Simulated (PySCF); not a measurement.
C2H10BNSi (SMILES CB(C)[SiH2]N), singlet, at a GFN2-xTB geometry; CASSCF(8,6)/6-31G run with PySCF.

Here is a job for PySCF.
```python
from pyscf import gto, scf, mcscf
import numpy

mol = gto.Mole()
mol.atom = '''
    Si    0.929403   -0.666585   -0.181254
    N     2.000870    0.658281   -0.512518
    B    -0.870439    0.023845    0.192878
    C    -2.088851   -0.971096    0.275106
    C    -1.138648    1.562189    0.406591
    H     1.076942   -1.486711   -1.398216
    H     1.450339   -1.546990    0.900186
    H     2.951624    0.450062   -0.771890
    H     1.996568    1.446663    0.114392
    H    -2.932885   -0.602846    0.857162
    H    -1.827996   -1.962222    0.642549
    H    -2.459973   -1.117854   -0.742018
    H    -2.186443    1.852721    0.342310
    H    -0.570318    2.186971   -0.281099
    H    -0.798404    1.838641    1.407225
'''
mol.basis = '6-31g'
mol.charge = 0
mol.spin = 0
mol.verbose = 4
mol.build()

mf = scf.RHF(mol)
mf.kernel()
mc = mcscf.CASSCF(mf, 6, 8)
mc.fix_spin_(ss=0.0)
mc.kernel()
occ = numpy.linalg.eigvalsh(mc.fcisolver.make_rdm1(mc.ci, mc.ncas, mc.nelecas))[::-1]
ss = mc.fcisolver.spin_square(mc.ci, mc.ncas, mc.nelecas)[0]
print('natural occupations', occ.round(4), ' <S^2>', round(ss, 4))
```

Write the output that PySCF gives for this input, abridged.


```
PySCF version 2.14.0

[INPUT] verbose = 4
[INPUT] num. atoms = 15
[INPUT] num. electrons = 48
[INPUT] charge = 0
[INPUT] spin (= nelec alpha-beta = 2S) = 0
[INPUT] symmetry False subgroup None
[INPUT] Mole.unit = angstrom
[INPUT] Symbol           X                Y                Z      unit          X                Y                Z       unit  Magmom
[...]
nuclear repulsion = 214.296556800394
number of shells = 47
number of NR pGTOs = 174
number of NR cGTOs = 69
basis = 6-31g
ecp = {}

******** <class 'pyscf.scf.hf.RHF'> ********
method = RHF
initial guess = minao
damping factor = 0
level_shift factor = 0
DIIS = <class 'pyscf.scf.diis.CDIIS'>
diis_start_cycle = 1
diis_space = 8
diis_damp = 0
SCF conv_tol = 1e-09
SCF conv_tol_grad = None
SCF max_cycles = 50
direct_scf = True
direct_scf_tol = 1e-13
Set gradient conv threshold to 3.16228e-05
Initial guess from minao.
init E= -450.036017616484
[...]
cycle= 1 E= -449.462028096299  delta_E= 0.574  |g|= 0.349  |ddm|=  3.1
[...]
cycle= 2 E= -449.506972956463  delta_E= -0.0449  |g|= 0.116  |ddm|= 0.562
[...]
cycle= 3 E= -449.51121646088  delta_E= -0.00424  |g|= 0.0529  |ddm|= 0.178
[...]
cycle= 4 E= -449.512051201232  delta_E= -0.000835  |g|= 0.00522  |ddm|= 0.078
[...]
cycle= 5 E= -449.512072115284  delta_E= -2.09e-05  |g|= 0.00166  |ddm|= 0.0195
[...]
cycle= 6 E= -449.512074076622  delta_E= -1.96e-06  |g|= 0.000493  |ddm|= 0.00531
[...]
cycle= 7 E= -449.51207433966  delta_E= -2.63e-07  |g|= 0.000156  |ddm|= 0.00203
[...]
cycle= 8 E= -449.512074368038  delta_E= -2.84e-08  |g|= 4.52e-05  |ddm|= 0.000664
[...]
cycle= 9 E= -449.512074370565  delta_E= -2.53e-09  |g|= 1.42e-05  |ddm|= 0.000168
[...]
cycle= 10 E= -449.512074370868  delta_E= -3.02e-10  |g|= 4.02e-06  |ddm|= 5.57e-05
[...]
Extra cycle  E= -449.512074370889  delta_E= -2.19e-11  |g|= 2.2e-06  |ddm|= 8.5e-06
converged SCF energy = -449.512074370889

******** <class 'pyscf.mcscf.mc1step.CASSCF'> ********
CAS (4e+4e, 6o), ncore = 20, nvir = 43
max_cycle_macro = 50
max_cycle_micro = 4
conv_tol = 1e-07
conv_tol_grad = None
orbital rotation max_stepsize = 0.02
orbital rotation threshold for CI restart = 0.01
augmented hessian ah_max_cycle = 30
augmented hessian ah_conv_tol = 1e-12
augmented hessian ah_linear dependence = 1e-14
augmented hessian ah_level shift = 1e-08
augmented hessian ah_start_tol = 2.5
augmented hessian ah_start_cycle = 3
augmented hessian ah_grad_trust_region = 3
kf_trust_region = 3
kf_interval = 4
ci_response_space = 4
[...]
CASCI E = -449.513440954341  S^2 = 0.0000000
[...]
macro iter  23 (  6 JK    1 micro), CASSCF E = -449.537026147008  dE = -1.22126039e-06  S^2 = 0.0000000
               |grad[o]|=0.00013  |grad[c]|=0.00402  |ddm|=0.000315  |maxRot[o]|=0.0579
macro iter  24 ( 12 JK    3 micro), CASSCF E = -449.537022025013  dE =  4.12199478e-06  S^2 = 0.0000000
               |grad[o]|=0.000282  |grad[c]|=0.00376  |ddm|=0.000448  |maxRot[o]|=0.0554
macro iter  25 (  7 JK    2 micro), CASSCF E = -449.537024076858  dE = -2.05184432e-06  S^2 = 0.0000000
               |grad[o]|=0.000443  |grad[c]|=0.00039  |ddm|=0.000197  |maxRot[o]|=0.0209
macro iter  26 (  6 JK    2 micro), CASSCF E = -449.537025862269  dE = -1.78541114e-06  S^2 = 0.0000000
               |grad[o]|=0.000249  |grad[c]|=0.000836  |ddm|=0.000292  |maxRot[o]|=0.0274
macro iter  27 (  6 JK    1 micro), CASSCF E = -449.537026763135  dE = -9.00865757e-07  S^2 = 0.0000000
               |grad[o]|=0.00011  |grad[c]|=0.00122  |ddm|=0.000216  |maxRot[o]|=0.0259
macro iter  28 (  6 JK    1 micro), CASSCF E = -449.537026893161  dE = -1.30026535e-07  S^2 = 0.0000000
               |grad[o]|=9.18e-05  |grad[c]|=0.000287  |ddm|=5.29e-05  |maxRot[o]|=0.00845
macro iter  29 (  6 JK    1 micro), CASSCF E = -449.537027018888  dE = -1.25727183e-07  S^2 = 0.0000000
               |grad[o]|=0.000116  |grad[c]|=0.000333  |ddm|=1.65e-05  |maxRot[o]|=0.0143
macro iter  30 (  6 JK    1 micro), CASSCF E = -449.537027129108  dE = -1.10219787e-07  S^2 = 0.0000000
               |grad[o]|=7.59e-05  |grad[c]|=0.000333  |ddm|=3.42e-05  |maxRot[o]|=0.0132
macro iter  31 (  6 JK    1 micro), CASSCF E = -449.537027204717  dE = -7.56085683e-08  S^2 = 0.0000000
               |grad[o]|=8.19e-05  |grad[c]|=0.000296  |ddm|=3.18e-05  |maxRot[o]|=0.0148
macro iter  32 (  6 JK    1 micro), CASSCF E = -449.537027259592  dE = -5.48747607e-08  S^2 = 0.0000000
               |grad[o]|=8.86e-05  |grad[c]|=0.000257  |ddm|=3.06e-05  |maxRot[o]|=0.0122
macro iter  33 (  4 JK    1 micro), CASSCF E = -449.537027278542  dE = -1.89500042e-08  S^2 = 0.0000000
               |grad[o]|=8.84e-05  |grad[c]|=6.92e-05  |ddm|=1.98e-05  |maxRot[o]|=0.00353
1-step CASSCF converged in  33 macro (262 JK  65 micro) steps
CASSCF canonicalization
Density matrix diagonal elements [1.98405448 1.99813245 1.98503083 1.99554617 0.01746141 0.01977466]
CASSCF energy = -449.537027278542
CASCI E = -449.537027278542  E(CI) = -12.5531630510070  S^2 = 0.0000000
natural occupations [1.9999 1.9995 1.9856 1.9778 0.0225 0.0147]  <S^2> 0.0
```
